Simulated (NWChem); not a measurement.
C₃H₆BrF; SMILES CC[C@H](F)Br

```xyz
11

C     -1.1471     1.9606    -0.5665
C     -0.4089     1.5700     0.7020
C      0.6436     0.5041     0.5162
F      1.5533     0.8863    -0.4085
Br    -0.1338    -1.2089    -0.0459
H     -1.7258     1.1148    -0.9662
H     -1.8433     2.7883    -0.3687
H     -0.4410     2.2866    -1.3438
H      0.1239     2.4451     1.1155
H     -1.1048     1.2284     1.4842
H      1.1691     0.2643     1.4518
```
Atoms are numbered in this order, from 1.

Computed with NWChem. Structure relaxed at the PBE0/def2-SVP level. Total energies compare along this basis series because the functional is fixed.

```json
[
 {"level": "CAM-B3LYP/STO-3G", "basis functions": "44", "energy (Ha)": "-2760.8735", "highest occupied level (eV)": "-6.29", "orbital gap (eV)": "11.89", "dipole (D)": "1.88"},
 {"level": "CAM-B3LYP/def2-SVP", "basis functions": "118", "energy (Ha)": "-2791.4823", "highest occupied level (eV)": "-9.28", "orbital gap (eV)": "10.72", "dipole (D)": "2.08"},
 {"level": "CAM-B3LYP/def2-SVPD", "basis functions": "172", "energy (Ha)": "-2791.5044", "highest occupied level (eV)": "-9.53", "orbital gap (eV)": "10.15", "dipole (D)": "2.25"},
 {"level": "CAM-B3LYP/def2-TZVP", "basis functions": "208", "energy (Ha)": "-2792.0532", "highest occupied level (eV)": "-9.47", "orbital gap (eV)": "10.51", "dipole (D)": "2.23"}
]
```
